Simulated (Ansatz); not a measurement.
Consider the silylene formation by 1,1-elimination: `CO[SiH2]S` → CH₃OH + `[SiH]S`.

Program: Ansatz. Geometries: PBE0-D4/def2-TZVP. ΔE: electronic, gas phase. CBS: def2 TZ/QZ extrapolation, frozen cores. Functionals use def2-TZVPP. Each species was taken in one conformer, which may not be the lowest.

CCSD(T)/CBS gives +2.71 eV.

(1) Another level gave +2.45 eV. Which?
A. HF/def2-TZVPP
B. revPBE-D4/def2-TZVPP
C. PBE-QIDH/def2-TZVPP
D. revPBE/def2-TZVPP

Largest T1 diagnostic among the species: 0.016.

Answers

(1) B. revPBE-D4 2.45, revPBE 2.24, HF/def2-TZVPP 2.71, PBE-QIDH 2.79 eV.

At CCSD(T), def2-SVP lies −0.28 eV from the extrapolated value and def2-TZVPP −0.09 eV. From BLYP to BHLYP (50 % exact exchange), in def2-TZVPP and without D4, ΔE moves by +0.43 eV. The D4 term adds +0.13 eV with B3LYP and +0.07 eV with PBE0; it sums over pairs of atoms, weighted by their polarisabilities, and B3LYP, whose exchange is more repulsive, gets the larger term.

B3LYP here is the variant with VWN-RPA as its local correlation; programs differ in this.
